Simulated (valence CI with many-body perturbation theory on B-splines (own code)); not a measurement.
The numbers below are computed, except where a source is named.
## Assign the levels of Se20+

Level of theory: relativistic CI+MBPT: four valence electrons over a frozen Dirac-Fock core [Ne], a basis of 11 s, 11 p, 9 d, 7 f, 5 g, 2 h, 1 i functions for each j, with the one-electron correlation potential Σ1, the two-electron term Σ2, the three-electron term Σ3, Breit, model QED; selected CI, second order for the rest (own B-spline code, finite nucleus).

No measured levels were compared; by estimate levels of excited configurations hold to 0.05 to 0.15 % of their energy, terms of the ground configuration to about 0.5 %.

```json
{"No.": "2", "J": "1", "Parity": "even", "E (cm⁻¹)": "48960", "g": "1.499"}
{"No.": "6", "J": "2", "Parity": "odd", "E (cm⁻¹)": "405430", "g": "1.955"}
{"No.": "7", "J": "1", "Parity": "odd", "E (cm⁻¹)": "506380", "g": "0.657"}
{"No.": "9", "J": "3", "Parity": "odd", "E (cm⁻¹)": "530100", "g": "1.331"}
{"No.": "11", "J": "1", "Parity": "odd", "E (cm⁻¹)": "593610", "g": "1.375"}
{"No.": "15", "J": "2", "Parity": "odd", "E (cm⁻¹)": "703220", "g": "0.704"}
{"No.": "16", "J": "3", "Parity": "odd", "E (cm⁻¹)": "727010", "g": "1.088"}
{"No.": "18", "J": "4", "Parity": "odd", "E (cm⁻¹)": "772240", "g": "1.249"}
```

Energies count from the lowest level. Strongly mixed levels and levels close to another of their J and parity, and those with J = 0 are left out, so the numbers can have gaps.

(1) Give configuration and LS term of each level.

## Answers

(1) 2: 3s2 3p2 3P; 6: 3s 3p3 5S°; 7: 3s 3p3 3D°; 9: 3s 3p3 3D°; 11: 3s 3p3 3P°; 15: 3s2 3p 3d 3F°; 16: 3s2 3p 3d 3F°; 18: 3s2 3p 3d 3F°.
